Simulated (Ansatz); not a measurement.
Input file for `C1=C[SiH2]O1`:

```yaml
crystal:
  periodic: [false, false, false]
  atoms:
    - {symbol: C, position_ang: [-0.660030, 0.775696, -0.483416]}
    - {symbol: C, position_ang: [0.231507, 0.827970, 0.520582]}
    - {symbol: Si, position_ang: [0.438377, -0.950254, 0.144236]}
    - {symbol: O, position_ang: [-0.745066, -0.496278, -1.010292]}
    - {symbol: H, position_ang: [-1.300842, 1.528724, -0.935940]}
    - {symbol: H, position_ang: [0.517395, 1.671814, 1.124048]}
    - {symbol: H, position_ang: [1.681928, -1.437625, -0.499978]}
    - {symbol: H, position_ang: [-0.071069, -1.977148, 1.084958]}
basis:
  gaussian: {orbitals: def2-SVP}
correlation: {method: ccsd_t}
```

```sh
$ ansatz run in.yaml --threads 2 --pin off --events-out ev --progress --plain --max-ram 4352MiB
```

Output of Ansatz, abridged:

```
Functional definition: HF
792 factors; integrals over basis functions are off by at most 1.1e-3 eV
mean field evaluation 1: about -12014.5880 eV, gradient 3.2e1 eV
mean field evaluation 2: about -12014.5933 eV, gradient 3.2e1 eV
mean field evaluation 4: about -12017.1112 eV, gradient 3.7e0 eV
mean field evaluation 8: about -12017.1490 eV, gradient 3.6e-4 eV
mean field -12017.14903975 eV, -441.6220816948 hartree, gradient 2.6e-6 eV, S^2 0.000000; 0 other end points of the search recorded, 0 dependent functions left out
8 core orbitals not correlated: weight in the atoms' cores, before any rotation towards them, 1.000 or more for the frozen orbitals, at most 0.000 for the correlated occupied ones
reference -12017.14903975 eV, -441.6220816948 hartree; 11, 11 occupied and 61, 61 virtual orbitals, 792 factors
second order -14.57018211 eV of doubles, -0.00000000 eV of singles
cycle   1  -14.93267424 eV  change   -3.6e-1 eV  update   9.9e-2
cycle   2  -15.36889290 eV  change   -4.4e-1 eV  update   3.2e-2
cycle   3  -15.48995004 eV  change   -1.2e-1 eV  update   1.7e-2
cycle   4  -15.48749153 eV  change    2.5e-3 eV  update   4.6e-3
cycle   5  -15.48604350 eV  change    1.4e-3 eV  update   1.8e-3
cycle   6  -15.48658842 eV  change   -5.4e-4 eV  update   4.8e-4
cycle   7  -15.48633451 eV  change    2.5e-4 eV  update   1.4e-4
cycle   8  -15.48630097 eV  change    3.4e-5 eV  update   4.6e-5
cycle   9  -15.48630622 eV  change   -5.3e-6 eV  update   1.7e-5
perturbative correction -0.53124489 eV, -0.0195228897 hartree
Total energy: -12033.16659087 eV, -442.2107158412 hartree
```

It took 2.4 s on 2 threads of an Arm Neoverse V1 on a shared host, with 0.39 GiB of host memory at the peak.

Correlation energy per correlated electron: -0.728 eV. T1 diagnostic: 0.0144.
